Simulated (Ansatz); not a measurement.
Geometry optimisation, RKS PBE0-D4/def2-mTZVP in Ansatz 0.2.0.

The input (input.yaml):

```yaml
crystal:
  periodic: [false, false, false]
  atoms:
    - { symbol: In, position_ang: [0.0, 0.0, 0.0] }
    - { symbol: O, position_ang: [0.0, 0.0, 2.34] }
    - { symbol: H, position_ang: [-0.9095, -0.2814, 2.6771] }
    - { symbol: Cl, position_ang: [2.113, 0.0, -1.22] }
    - { symbol: Cl, position_ang: [-2.113, 0.0, -1.22] }
    - { symbol: F, position_ang: [0.4692, 2.0344, 0.6937] }
    - { symbol: H, position_ang: [0.3056, 1.3252, 1.8404] }
basis:
  gaussian: { orbitals: def2-mTZVP }
hamiltonian:
  xc: pbe0
  dispersion: d4
relax:
  f_tol: 0.15
  max_steps: 25
  restrain:
    - { distance: [0, 5], at: 3.1, k: 30.0 }
    - { distance: [6, 1], at: 2.21, k: 30.0 }
    - { distance: [0, 1], at: 1.99, k: 30.0 }
    - { distance: [6, 5], at: 0.92, k: 30.0 }
```

Run as:

```bash
$ ansatz run input.yaml --threads 4 --pin off --max-ram 5120MiB --backend cpu --events-out ev --progress --plain --runs-dir out
```

Task: Where does it end, and by what steps?

Result: It converged. The restraints hold the end off the free minimum; the threshold counts their pulls, which the force column leaves out. Restrained pairs: In1–F6 (2.20 → 3.09 Å), O2–H7 (1.45 → 2.20 Å), In1–O2 (2.34 → 1.99 Å), F6–H7 (1.36 → 0.93 Å). After 8 steps the energy has fallen by 1.224 eV (the restraints' own energy left out); F6 moved furthest, 0.74 Å.

```json
{"step": "0", "energy less start (eV)": "0.0000", "largest force component (eV/Å)": "2.379", "accepted": "yes"}
{"step": "1", "energy less start (eV)": "-0.2552", "largest force component (eV/Å)": "3.268", "accepted": "yes"}
{"step": "2", "energy less start (eV)": "-0.7297", "largest force component (eV/Å)": "1.519", "accepted": "yes"}
{"step": "3", "energy less start (eV)": "-0.9719", "largest force component (eV/Å)": "1.693", "accepted": "yes"}
{"step": "4", "energy less start (eV)": "-1.0937", "largest force component (eV/Å)": "1.276", "accepted": "yes"}
{"step": "5", "energy less start (eV)": "-1.1624", "largest force component (eV/Å)": "0.596", "accepted": "yes"}
{"step": "6", "energy less start (eV)": "-1.2062", "largest force component (eV/Å)": "0.659", "accepted": "yes"}
{"step": "7", "energy less start (eV)": "-1.2080", "largest force component (eV/Å)": "0.666", "accepted": "yes"}
{"step": "8", "energy less start (eV)": "-1.2237", "largest force component (eV/Å)": "0.406", "accepted": "yes"}
```

```xyz
7
Properties=species:S:1:pos:R:3
In -0.065 -0.216 -0.045
O -0.034 -0.185 1.946
H -0.915 -0.323 2.314
Cl 1.934 -0.329 -1.183
Cl -2.108 -0.347 -1.131
F 0.560 2.526 1.241
H 0.493 1.953 1.969
```

The run took 27 s on 4 threads of Arm Neoverse V1, on a shared host, peak memory 0.35 GiB.
